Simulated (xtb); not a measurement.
Input for xtb:
```
$ xtb mol.xyz --gfn 2 --chrg -1 --opt vtight --json

# file mol.xyz
5

C     -0.62749303     0.58450427    -0.00720670
C      0.48014688    -0.01852582    -0.03838525
F     -1.82154855    -0.12038462     0.06122206
H      0.55440858    -1.05903957     0.02097912
H      1.37172587     0.63178176    -0.03436417
```

Problem. Estimate the total energy at the end of the optimisation that GFN2-xTB (xtb) returns for this input.

Solution. -10.1113 Eh

Problem. Estimate the HOMO-LUMO gap that GFN2-xTB returns for this input.

Solution. 4.42 eV
